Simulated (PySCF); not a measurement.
Simulated N 1s region for `CN[Si@H](N)F`, binding energy against the vacuum level.

Every computed line was given a Gaussian of 0.6 eV full width at half maximum and an area set by the number of equivalent atoms; the highest printed point is 100. Computed with PySCF, delta-SCF UKS SCAN, pcX-2 on the ionised atom, pcseg-1 elsewhere, spin-free X2C.

| binding energy (eV) | intensity |
| --- | --- |
| 403.8 | 0 |
| 403.9 | 1 |
| 404.0 | 2 |
| 404.1 | 6 |
| 404.2 | 13 |
| 404.3 | 26 |
| 404.4 | 45 |
| 404.5 | 68 |
| 404.6 | 88 |
| 404.7 | 100 |
| 404.8 | 100 |
| 404.9 | 87 |
| 405.0 | 66 |
| 405.1 | 44 |
| 405.2 | 26 |
| 405.3 | 13 |
| 405.4 | 6 |
| 405.5 | 2 |
| 405.6 | 1 |
| 405.7 | 0 |

How many maxima does the curve show, and how many computed lines lie under it?

The curve has 1 maximum (at 404.7 eV). Under it lie 2 lines from 2 inequivalent nitrogen sites. At this width some lines have no maximum of their own.

Decompose the envelope and assign each component. Numbering: `[CH3:1][NH:2][Si@H:3]([NH2:4])[F:5]`.

```tsv
position (eV)	relative area	line	atoms	environment
404.65	1	N 1s	N2	silicon-bound nitrogen
404.84	1	N 1s	N4	silicon-bound nitrogen
```

Above which line width would these two lines show one maximum?

Two equal Gaussians merge once their distance is under 2σ = FWHM/1.177. With 0.19 eV between them that is a full width over 0.22 eV.

The 2 N 1s values lie within 0.19 eV of each other; Gaussian lines of 0.5 eV full width would blend them into one maximum.

The curve has no shake-up lines and no vibrational structure. The structure is a single PBE0-D3(BJ)/def2-SVP conformer in the gas phase; no vibrational or solvent corrections.

Hardware: an Arm Neoverse V2 with one thread, no GPU (shared host). Cost: 46 s wall.

The values belong to the conformer `[CH3:1][NH:2][Si@H:3]([NH2:4])[F:5]`: C1–N2–Si3–N4 -156°, H–N4–Si3–N2 56°, H–N4–Si3–N2 -154°.
